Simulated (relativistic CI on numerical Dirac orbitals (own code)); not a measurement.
## Pd¹⁷⁺: q coefficients and field-shift factors

These numbers are calculated, not measured: Dirac-Coulomb-Breit CI, orbitals from a KLI potential per configuration, derivatives by finite differences, unscaled Slater integrals, QED left out (own radial code, finite nucleus).

CI space (outside the closed core [Ar] 3d10): 4s, 4p, 4d, 4f, 5s, 5p, 5d, 5f. Levels of other configurations are missing.

With x = (α/α₀)² − 1 an excitation energy changes as ω = ω₀ + qx; K = 2q/ω₀ is the relative enhancement. Terms are leading LS components, so labels can repeat. The field-shift factor is F = δν/δ⟨r²⟩ for the transition from the lowest level.

Lowest level 4s 2S_1/2.

| Level | ω₀ (cm⁻¹) | q (cm⁻¹) | F (GHz/fm²) |
| --- | --- | --- | --- |
| 4p 2P°_1/2 | 299546 | 16140 | -69.8 |
| 4p 2P°_3/2 | 355891 | 76330 | -70.9 |
| 4d 2D_3/2 | 842348 | 81710 | -69.9 |
| 4d 2D_5/2 | 852441 | 91850 | -69.8 |
| 4f 2F°_5/2 | 1353051 | 88130 | -67.8 |
| 4f 2F°_7/2 | 1353599 | 88650 | -67.8 |
| 5s 2S_1/2 | 1593143 | 49230 | -38.7 |
| 5p 2P°_1/2 | 1727541 | 55400 | -68.1 |
| 5p 2P°_3/2 | 1751949 | 81380 | -68.6 |
| 5d 2D_3/2 | 1969822 | 83740 | -68.2 |
| 5d 2D_5/2 | 1974427 | 88360 | -68.2 |
| 5f 2F°_5/2 | 2192195 | 87150 | -67.4 |
| 5f 2F°_7/2 | 2192650 | 87580 | -67.4 |

At this charge energies of transitions that change n are usually good to better than 1 %, and those within a shell (Δn = 0) to a few per cent.

Which transition from the lowest level has the largest |K|?

4p 2P°_3/2 at 355891 cm⁻¹, K = 0.429.
